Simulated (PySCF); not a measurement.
C4H6O4Zn, charge -1, doublet (typed; the unrestricted solution is spin-contaminated), at the geometry of the source list (a state made from the parent by changing its charge; the spin is typed, not shown lowest); WB97X/STO-3G (PySCF).

PySCF was given this input:
```python
from pyscf import gto, scf, dft

mol = gto.M(
    atom='''
Zn   -0.012400   -0.002900   -0.002600
C     0.104800    2.309700   -2.958300
C     0.057700    1.376700   -1.783800
O    -0.470400    0.245400   -1.894300
O     0.536300    1.733300   -0.679100
H     0.975600    2.952700   -2.878900
H     0.116100    1.738800   -3.881200
H    -0.791100    2.927100   -2.935700
C    -0.079500   -2.303800    2.963600
C    -0.059200   -1.377100    1.783500
O    -1.010500   -0.586200    1.582700
O     0.907900   -1.401000    0.982900
H     0.937200   -2.512600    3.281300
H    -0.663500   -1.864800    3.766100
H    -0.549000   -3.235500    2.653800
''',
    basis='sto-3g',
    charge=-1,
    spin=1,
    verbose=4,
)

mf = dft.UKS(mol)
mf.xc = 'wb97x'
mf.kernel()
```

### Question
What does PySCF print? Leave out banner, timings and long lists.

### Answer

```
PySCF version 2.14.0

[INPUT] verbose = 4
[INPUT] num. atoms = 15
[INPUT] num. electrons = 93
[INPUT] charge = -1
[INPUT] spin (= nelec alpha-beta = 2S) = 1
[INPUT] symmetry False subgroup None
[INPUT] Mole.unit = angstrom
[INPUT] Symbol           X                Y                Z      unit          X                Y                Z       unit  Magmom
[INPUT]  1 Zn    -0.012400000000  -0.002900000000  -0.002600000000 AA   -0.023432603945  -0.005480205761  -0.004913287924 Bohr   0.0
[INPUT]  2 C      0.104800000000   2.309700000000  -2.958300000000 AA    0.198043297854   4.364700429908  -5.590376794301 Bohr   0.0
[INPUT]  3 C      0.057700000000   1.376700000000  -1.783800000000 AA    0.109037197387   2.601585955689  -3.370893460999 Bohr   0.0
[INPUT]  4 O     -0.470400000000   0.245400000000  -1.894300000000 AA   -0.888927168995   0.463738790968  -3.579708197764 Bohr   0.0
[INPUT]  5 O      0.536300000000   1.733300000000  -0.679100000000 AA    1.013460120604   3.275462291709  -1.283313011192 Bohr   0.0
[INPUT]  6 H      0.975600000000   2.952700000000  -2.878900000000 AA    1.843616807126   5.579794328003  -5.440332540010 Bohr   0.0
[INPUT]  7 H      0.116100000000   1.738800000000  -3.881200000000 AA    0.219397203062   3.285855785394  -7.334405034662 Bohr   0.0
[INPUT]  8 H     -0.791100000000   2.927100000000  -2.935700000000 AA   -1.494962337143   5.531417339214  -5.547668983886 Bohr   0.0
[INPUT]  9 C     -0.079500000000  -2.303800000000   2.963600000000 AA   -0.150233226903  -4.353551045773   5.600392342761 Bohr   0.0
[INPUT] 10 C     -0.059200000000  -1.377100000000   1.783500000000 AA   -0.111871786574  -2.602341846139   3.370326543162 Bohr   0.0
[INPUT] 11 O     -1.010500000000  -0.586200000000   1.582700000000 AA   -1.909568248873  -1.107757454220   2.990869537349 Bohr   0.0
[INPUT] 12 O      0.907900000000  -1.401000000000   0.982900000000 AA    1.715682348493  -2.647506300516   1.857411807835 Bohr   0.0
[INPUT] 13 H      0.937200000000  -2.512600000000   3.281300000000 AA    1.771051323942  -4.748125860582   6.200758332535 Bohr   0.0
[INPUT] 14 H     -0.663500000000  -1.864800000000   3.766100000000 AA   -1.253833283649  -3.523961277089   7.116897557724 Bohr   0.0
[INPUT] 15 H     -0.549000000000  -3.235500000000   2.653800000000 AA   -1.037459642386  -6.114208876030   5.014955189371 Bohr   0.0

nuclear repulsion = 753.193755301265
number of shells = 38
number of NR pGTOs = 192
number of NR cGTOs = 64
basis = sto-3g
ecp = {}

******** <class 'pyscf.dft.uks.UKS'> ********
method = UKS
initial guess = minao
damping factor = 0
level_shift factor = 0
DIIS = <class 'pyscf.scf.diis.CDIIS'>
diis_start_cycle = 1
diis_space = 8
diis_damp = 0
SCF conv_tol = 1e-09
SCF conv_tol_grad = None
SCF max_cycles = 50
direct_scf = True
direct_scf_tol = 1e-13
number electrons alpha = 47  beta = 46
XC library pyscf.dft.libxc version 7.1.2
    S. Lehtola, C. Steigemann, M. J. T. Oliveira, and M. A. L. Marques,  SoftwareX 7, 1–5 (2018)
XC functionals = wb97x
    J.-D. Chai and M. Head-Gordon,  J. Chem. Phys. 128, 084106 (2008)
radial grids:
    Treutler-Ahlrichs [JCP 102, 346 (1995); DOI:10.1063/1.469408] (M4) radial grids

becke partition: Becke, JCP 88, 2547 (1988); DOI:10.1063/1.454033
pruning grids: <function nwchem_prune>
grids dens level: 3
symmetrized grids: False
atomic radii adjust function: <function treutler_atomic_radii_adjust>
small_rho_cutoff = 0
Set gradient conv threshold to 3.16228e-05
tot grids = 192288
init E= -2209.57484878964

cycle= 1 E= -2207.49760202813  delta_E= 2.08  |g|=  1.9  |ddm|= 4.39
cycle= 2 E= -2206.39143408501  delta_E= 1.11  |g|= 1.59  |ddm|= 3.99
cycle= 3 E= -2204.33370418767  delta_E= 2.06  |g|=    3  |ddm|= 4.24
cycle= 4 E= -2197.66605229041  delta_E= 6.67  |g|= 4.56  |ddm|= 2.91
cycle= 5 E= -2198.88185551367  delta_E= -1.22  |g|= 4.27  |ddm|= 0.368
cycle= 6 E= -2201.7526552227  delta_E= -2.87  |g|= 3.53  |ddm|= 1.17
cycle= 7 E= -2200.35205634352  delta_E=  1.4  |g|= 3.77  |ddm|= 1.32
cycle= 8 E= -2201.71281338666  delta_E= -1.36  |g|= 3.38  |ddm|= 0.685
cycle= 9 E= -2201.58180092592  delta_E= 0.131  |g|= 3.38  |ddm|= 0.239

cycle= 10 E= -2208.70589900549  delta_E= -7.12  |g|= 0.843  |ddm|= 2.97
cycle= 11 E= -2207.92594122952  delta_E= 0.78  |g|= 1.16  |ddm|= 3.22
cycle= 12 E= -2209.09763588807  delta_E= -1.17  |g|= 0.335  |ddm|= 2.97
cycle= 13 E= -2209.23371427009  delta_E= -0.136  |g|= 0.103  |ddm|= 1.17
cycle= 14 E= -2209.25009645484  delta_E= -0.0164  |g|= 0.116  |ddm|= 0.446
cycle= 15 E= -2209.26052070477  delta_E= -0.0104  |g|= 0.099  |ddm|= 0.185
cycle= 16 E= -2209.27376109125  delta_E= -0.0132  |g|= 0.088  |ddm|= 0.266
cycle= 17 E= -2209.28309320065  delta_E= -0.00933  |g|= 0.0838  |ddm|= 0.218
cycle= 18 E= -2209.29305808269  delta_E= -0.00996  |g|= 0.088  |ddm|= 0.31
cycle= 19 E= -2209.30323517975  delta_E= -0.0102  |g|= 0.0954  |ddm|= 0.486
cycle= 20 E= -2209.30453089069  delta_E= -0.0013  |g|= 0.0734  |ddm|= 0.145
cycle= 21 E= -2209.31366508224  delta_E= -0.00913  |g|= 0.0351  |ddm|= 0.284
cycle= 22 E= -2209.31745048277  delta_E= -0.00379  |g|= 0.0131  |ddm|= 0.378
cycle= 23 E= -2209.31805572848  delta_E= -0.000605  |g|= 0.0127  |ddm|= 0.103
cycle= 24 E= -2209.31840943663  delta_E= -0.000354  |g|= 0.00772  |ddm|= 0.0988
cycle= 25 E= -2209.31866818813  delta_E= -0.000259  |g|= 0.00548  |ddm|= 0.0549
cycle= 26 E= -2209.3187984303  delta_E= -0.00013  |g|= 0.00315  |ddm|= 0.0545
cycle= 27 E= -2209.31886282549  delta_E= -6.44e-05  |g|= 0.00244  |ddm|= 0.0324
cycle= 28 E= -2209.31890224333  delta_E= -3.94e-05  |g|= 0.00196  |ddm|= 0.0247
cycle= 29 E= -2209.31892946215  delta_E= -2.72e-05  |g|= 0.00139  |ddm|= 0.0194
cycle= 30 E= -2209.31894165564  delta_E= -1.22e-05  |g|= 0.00122  |ddm|= 0.011
cycle= 31 E= -2209.31895577404  delta_E= -1.41e-05  |g|= 0.00107  |ddm|= 0.0121
cycle= 32 E= -2209.31896896906  delta_E= -1.32e-05  |g|= 0.000988  |ddm|= 0.0108
cycle= 33 E= -2209.31898082013  delta_E= -1.19e-05  |g|= 0.000921  |ddm|= 0.0103
cycle= 34 E= -2209.3189972725  delta_E= -1.65e-05  |g|= 0.000837  |ddm|= 0.015
cycle= 35 E= -2209.31901997013  delta_E= -2.27e-05  |g|= 0.000707  |ddm|= 0.0252
cycle= 36 E= -2209.31903569516  delta_E= -1.57e-05  |g|= 0.000593  |ddm|= 0.0219
cycle= 37 E= -2209.31904684318  delta_E= -1.11e-05  |g|= 0.000472  |ddm|= 0.0207
cycle= 38 E= -2209.3190539686  delta_E= -7.13e-06  |g|= 0.000362  |ddm|= 0.0188
cycle= 39 E= -2209.31905725971  delta_E= -3.29e-06  |g|= 0.0003  |ddm|= 0.012
cycle= 40 E= -2209.31905892313  delta_E= -1.66e-06  |g|= 0.000258  |ddm|= 0.00739
cycle= 41 E= -2209.31905989076  delta_E= -9.68e-07  |g|= 0.000229  |ddm|= 0.00473
cycle= 42 E= -2209.31906075523  delta_E= -8.64e-07  |g|= 0.000204  |ddm|= 0.00487
cycle= 43 E= -2209.31906160803  delta_E= -8.53e-07  |g|= 0.000184  |ddm|= 0.00548
cycle= 44 E= -2209.31906217029  delta_E= -5.62e-07  |g|= 0.000164  |ddm|= 0.00404
cycle= 45 E= -2209.31906281956  delta_E= -6.49e-07  |g|= 0.000145  |ddm|= 0.00601
cycle= 46 E= -2209.31906312134  delta_E= -3.02e-07  |g|= 0.000133  |ddm|= 0.00296
cycle= 47 E= -2209.31906343197  delta_E= -3.11e-07  |g|= 0.000121  |ddm|= 0.00393
cycle= 48 E= -2209.3190636704  delta_E= -2.38e-07  |g|= 0.000111  |ddm|= 0.00267
cycle= 49 E= -2209.31906390912  delta_E= -2.39e-07  |g|= 9.93e-05  |ddm|= 0.00313
cycle= 50 E= -2209.31906412892  delta_E= -2.2e-07  |g|= 8.77e-05  |ddm|= 0.00302
SCF not converged.
SCF energy = -2209.31906412892 after 50 cycles  <S^2> = 1.8820719  2S+1 = 2.9203232
```

Convergence was not reached.
